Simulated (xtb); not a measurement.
Harmonic IR lines of one isomer of C3H6O, unscaled. These are GFN2-xTB (xtb) values and carry that method's errors.

wavenumber (cm⁻¹): 248 (vw), 654 (w), 826 (w), 928 (m), 991 (w), 1018 (w), 1159 (w), 1180 (s), 1389 (w), 1412 (w), 1486 (vw), 1707 (vs), 2931 (m), 2947 (w), 3032 (w), 3068 (w), 3132 (w), 3162 (m)

Task: Identify which structure gives these lines.
A) `C=COC`
B) `C/C=C\O`
C) `CC(C)=O`
D) `C/C=C/O`

Result: A, `C=COC`
